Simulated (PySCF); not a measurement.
Cartesian coordinates in Å; atom numbers follow the order of the lines, from 1:
```xyz
16

C     2.652    0.026    0.583
O     1.710   -0.768   -0.082
C     0.370   -0.333   -0.115
C    -0.462   -1.196   -0.793
C    -1.823   -0.949   -0.939
C    -2.340    0.207   -0.381
C    -1.522    1.079    0.298
C    -0.120    0.881    0.483
O     0.585    1.719    1.118
H     3.607   -0.503    0.482
H     2.411    0.149    1.642
H     2.736    1.021    0.138
H    -0.021   -2.091   -1.218
H    -2.453   -1.646   -1.478
H    -3.400    0.429   -0.480
H    -1.938    1.983    0.731
```

Total charge -1.

Geometry: GFN2-xTB; GIAO absolute shieldings from PySCF 2.14, gas phase, non-relativistic, averaged over equivalent atoms.

At OPBE/3-21G (95 basis functions, 16 s wall time on 1 thread of an Arm Neoverse V1, shared host):
```
      atoms  σ (ppm)
         C8     70.5
         C3     81.9
         C7    105.3
         C6    109.3
         C4    113.6
         C5    128.9
         C1    154.3
         O9     70.1
         O2    274.9
        H15    27.50
        H13    27.87
        H16    28.03
        H14    28.61
H10/H11/H12    28.71
```

**Question.** Estimate the result of repeating the calculation with OPBE/pcSseg-1.

**Answer.** 
| atoms | σ at OPBE/pcSseg-1 | change |
| --- | --- | --- |
| C8 | 28.3 | -42.2 |
| C3 | 41.9 | -40.0 |
| C7 | 66.5 | -38.8 |
| C6 | 71.6 | -37.7 |
| C4 | 77.5 | -36.1 |
| C5 | 93.7 | -35.2 |
| C1 | 127.8 | -26.5 |
| O9 | 25.2 | -44.9 |
| O2 | 242.6 | -32.3 |
| H15 | 25.48 | -2.02 |
| H13 | 25.74 | -2.13 |
| H16 | 25.74 | -2.29 |
| H14 | 26.52 | -2.09 |
| H10/H11/H12 | 27.01 | -1.70 |

The largest change is at O9 (oxygen bonded to C). Cost: 188 basis functions, 51 s wall time on 1 thread of an Arm Neoverse V1, shared host. The order of the carbon signals is the same at both levels.
